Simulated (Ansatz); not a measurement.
`CCCCCCCCCC[SeH]`, 33 atoms. Hardware: 4 threads of Arm Neoverse V1 on a shared host.

Task: How many basis functions does each of these Ansatz runs have, and roughly what does it cost? PBE0-D4/def2-SVP, charge 0 triplet at the geometry of the charge 0 singlet, energy; PBE0-D4/def2-SVP, charge 1 doublet at the geometry of the charge 0 singlet, energy; PBE-D4/def2-SVP, charge -1 doublet, energy, from earlier orbitals; PBE-D4/def2-SVP, charge 1 doublet at the geometry of the charge 0 singlet, energy, from earlier orbitals; PBE0-D4/def2-TZVP, charge 0 singlet, energy, from earlier orbitals; r2SCANh-D4/def2-TZVP, charge 0 singlet, energy, from earlier orbitals; LDA (SPW92)/def2-TZVP, charge 0 singlet, energy and forces, from earlier orbitals; LDA (SPW92)/def2-SVP, charge 1 doublet at the geometry of the charge 0 singlet, energy, from earlier orbitals; r2SCAN-D4/def2-TZVP, charge 0 singlet, energy, from earlier orbitals; PBE-D4/def2-SVP, charge 1 doublet, energy, from earlier orbitals; PBE0-D4/def2-SVP, charge 0 singlet, energy, from earlier orbitals; PBE-D4/def2-SVP, charge 0 singlet, relaxation, 11 steps.

Result: Other jobs shared the machine, so times can vary by a factor of up to 3. A dash marks memory too small to be measured apart from the calling script's.

| run | functions | fitting or Cholesky vectors | wall time | peak host memory (GiB) |
| --- | --- | --- | --- | --- |
| LDA (SPW92)/def2-SVP, charge 1 doublet at the geometry of the charge 0 singlet, energy, from earlier orbitals | 282 | 3202 | 7 s | – |
| LDA (SPW92)/def2-TZVP, charge 0 singlet, energy and forces, from earlier orbitals | 490 | 3155 | 9 s | 1.2 |
| PBE-D4/def2-SVP, charge 1 doublet, energy, from earlier orbitals | 282 | 3202 | 12 s | – |
| PBE0-D4/def2-SVP, charge 0 singlet, energy, from earlier orbitals | 282 | 3254 | 12 s | 1.8 |
| PBE-D4/def2-SVP, charge -1 doublet, energy, from earlier orbitals | 282 | 3202 | 13 s | – |
| PBE-D4/def2-SVP, charge 1 doublet at the geometry of the charge 0 singlet, energy, from earlier orbitals | 282 | 3202 | 15 s | – |
| r2SCAN-D4/def2-TZVP, charge 0 singlet, energy, from earlier orbitals | 490 | 3155 | 20 s | 1.3 |
| PBE0-D4/def2-SVP, charge 1 doublet at the geometry of the charge 0 singlet, energy | 282 | 2922 | 23 s | 1.8 |
| PBE0-D4/def2-SVP, charge 0 triplet at the geometry of the charge 0 singlet, energy | 282 | 2922 | 23 s | 1.8 |
| PBE0-D4/def2-TZVP, charge 0 singlet, energy, from earlier orbitals | 490 | 3180 | 28 s | 2.8 |
| r2SCANh-D4/def2-TZVP, charge 0 singlet, energy, from earlier orbitals | 490 | 3158 | 35 s | 2.8 |
| PBE-D4/def2-SVP, charge 0 singlet, relaxation, 11 steps | 282 | 3202 | 52 s | – |
